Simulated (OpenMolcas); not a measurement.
An atom or ion with 6 electrons was computed by SS-CASPT2, IPEA 0.25 Eh, imaginary shift 0.1 Eh with spin-orbit coupling (OpenMolcas, ANO-RCC-VQZP, DKH2). The lowest levels that the run gave, each within 12 % of the measured value where one is at hand:

```json
{"J": "0", "Parity": "even", "E (cm-1)": "0.0", "g": ""}
{"J": "1", "Parity": "even", "E (cm-1)": "104", "g": "1.501"}
{"J": "2", "Parity": "even", "E (cm-1)": "306", "g": "1.501"}
{"J": "2", "Parity": "even", "E (cm-1)": "20220", "g": "1.000"}
{"J": "0", "Parity": "even", "E (cm-1)": "42420", "g": ""}
{"J": "2", "Parity": "odd", "E (cm-1)": "57990", "g": "2.002"}
{"J": "2", "Parity": "odd", "E (cm-1)": "118050", "g": "1.167"}
{"J": "1", "Parity": "odd", "E (cm-1)": "118050", "g": "0.499"}
{"J": "3", "Parity": "odd", "E (cm-1)": "118050", "g": "1.334"}
{"J": "0", "Parity": "odd", "E (cm-1)": "141550", "g": ""}
{"J": "1", "Parity": "odd", "E (cm-1)": "141550", "g": "1.501"}
{"J": "2", "Parity": "odd", "E (cm-1)": "141550", "g": "1.501"}
```

**Question.** Which ion is it, and what are the configurations and terms?

**Answer.** O III (Z = 8, charge +2; active space 4 electrons in 4 orbitals (2s 2p)). J, parity and g give the terms where levels are pure, and mixed ones are named by the computed weights; the size of the splittings, set against known spectra of the 6-electron sequence, gives the charge. In order, with the measured energies in cm-1 (Moore, Selected Tables of Atomic Spectra, NSRDS-NBS 3, section 11): 2s2 2p2 3P0, 2s2 2p2 3P1 (113), 2s2 2p2 3P2, 2s2 2p2 1D2 (20273), 2s2 2p2 1S0 (43186), 2s 2p3 5S* 2 (60325), 2s 2p3 3D* 2, 2s 2p3 3D* 1, 2s 2p3 3D* 3, 2s 2p3 3P* 0, 2s 2p3 3P* 1, 2s 2p3 3P* 2.

Term energies are means over components that CASPT2 splits; among the terms shown or strongly mixed into the levels shown the widest spread is 120 cm-1 (2s 2p3 3D*). Measured partners are found by configuration, term and J. A level has none where our copy of the source lacks it or the pairing is in doubt (some pairs that miss far off the trend of their configuration count as doubtful), and it then counts in no deviation. Levels of configurations outside the active space are missing.

* marks odd parity.
